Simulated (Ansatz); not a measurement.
CH$_{4}$AlNSn (`[AlH2][C]1=[N][SnH2]1`), relaxed with RKS PBE-D4/def2-SVP in Ansatz 0.2.0 from a rough embedded geometry. The force threshold is 0.03 eV/Å; the program also tests the step.

Charge 0, multiplicity 1. Sn: def2 effective core potential.

Start:

```xyz
8

Al    0.046    1.262   -1.252
C     0.449   -0.284   -0.225
N     1.229   -1.368   -0.091
Sn   -0.054   -1.411    1.341
H    -1.158    2.289   -0.826
H     0.897    1.659   -2.607
H    -1.688   -1.874    0.996
H     0.278   -0.274    2.664
```

**Question.** By how much does the energy fall, and how many steps does the optimiser take? (An estimate is asked.)

**Answer.** Ansatz gave: 360.74 kJ/mol, in 23 steps, 1 of them rejected.

**Question.** Which bonds change most? (Best estimate.)

**Answer.** Computed: Al1–H7 from 4.230 to 1.795 Å; N3–Sn4 from 1.923 to 2.457 Å; Sn4–H7 from 1.733 to 1.965 Å; C2–N3 from 1.342 to 1.187 Å.

**Question.** Give the relaxed structure. (An estimate is asked.)

**Answer.** The calculation gave: 
```xyz
8

Al   -0.237    0.903   -0.891
C     1.340   -0.212   -0.254
N     1.799   -1.143    0.321
Sn   -0.449   -1.722    1.126
H    -0.397    2.257   -0.068
H    -0.504    0.707   -2.452
H    -1.201   -0.398   -0.116
H    -0.351   -0.393    2.333
```
